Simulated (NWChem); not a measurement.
Species: C₄H₃Br; SMILES C#CC(=C)Br

This build's default masses of Se (78.918 u) and Br (79.917 u) are each other's, which moves their modes by up to 0.6 %.

Question: Give the equilibrium geometry at PBE0/def2-SVP (NWChem) as a Z-matrix, with the point group.

Answer: point group Cs; any orientation.
```
C
C 1 1.3388
H 2 1.0911 1 121.49
H 2 1.0924 3 118.98 1 -180.00
C 1 1.4202 2 125.07 3 179.98
C 5 1.2132 2 154.12 3 179.94
H 6 1.0747 2 162.46 3 179.90
Br 1 1.9015 2 120.33 3 -0.01
```
